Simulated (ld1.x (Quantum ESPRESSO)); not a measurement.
**tellurium: one change to a TM potential, before and after**

* Element: Te
* Generator: ld1.x (Quantum ESPRESSO) 7.5
* Type: norm-conserving Troullier–Martins (Kleinman–Bylander form)
* Functional: LDA (PZ)
* Relativity: scalar-relativistic
* Frozen core: [Kr]
* Valence charge: 16
* Reference configuration: 4d10 5s2 5p4
* Partial waves: 5s (bound): rc 1.70 bohr; 5p (bound): rc 1.60 bohr; 4d (bound): rc 1.50 bohr
* Local potential: all-electron potential smoothed inside 1.20 bohr (lloc = -1)
* Core correction: none

Change: all radii scaled by about 1.27 (s 2.16, p 2.02, d 1.90 bohr); local potential all-electron potential smoothed inside 1.52 bohr (lloc = -1).

Cutoffs: the cutoffs (Ry, on a coarse ladder) from which the occupation-weighted sum of valence levels, in a spherical-Bessel basis at the reference potential, stays within 10 and 1 mRy of its value at 400 Ry; they do not see the model core or the augmentation charge, which bear on the density cutoff. Errors are all-electron minus pseudo energies relative to the spin-unpolarised reference configuration.

**Question.** Predict the effect on cutoff, ghosts and configuration errors.

**Answer.** The potential gets softer (100 Ry and 160 Ry → 80 Ry and 140 Ry); the bound ghosts move from p, s to s; of the 9 tests that both files solve, the error grows in 5 and shrinks in 3 by more than 15 % and 0.3 meV (median size 6.4 → 11.9 meV). A larger radius leaves more room for a smooth pseudo-wave, so fewer plane waves are needed.

| quantity | base | changed |
| --- | --- | --- |
| cutoff, loose | 100 Ry | 80 Ry |
| cutoff, tight | 160 Ry | 140 Ry |
| loose cutoff by channel (10 mRy a level) | s 21 Ry, p 40 Ry, d 80 Ry | s 21 Ry, p 10 Ry, d 60 Ry |
| bound ghosts | s, p | s |
| error for 4d10 5s2 5p3, meV [ΔE 9.92 eV] | -4.2 | +3.9 |
| error for 4d10 5s2 5p2, meV [ΔE 28.09 eV] | -11 | +23 |
| error for 4d10 5s2 5p1, meV [ΔE 55.32 eV] | -5.4 | +50 |
| error for 4d10 5s2 5p3.5, meV [ΔE 3.98 eV] | -1.5 | +0.3 |
| error for 4d10 5s0 5p6, meV [ΔE 18.92 eV] | -6.6 | +2.1 |
| error for 4d10 5s2 5p4.3, meV [ΔE -1.52 eV] | +0.2 | +0.7 |
| error for 4d10 5s2 5p0, meV [ΔE 92.23 eV] | +42 | +31 |
| error for 4d10 5s2 5p4 (spin-polarised), meV [ΔE -0.48 eV] | +6.4 | +12 |
| error for 4d10 5s2 5p3 (spin-polarised), meV [ΔE 8.60 eV] | +19 | +33 |

 A true bound ghost makes a file unfit for plane-wave use even where its test errors are small: the radial tests pick states by their node count and pass the ghost by.
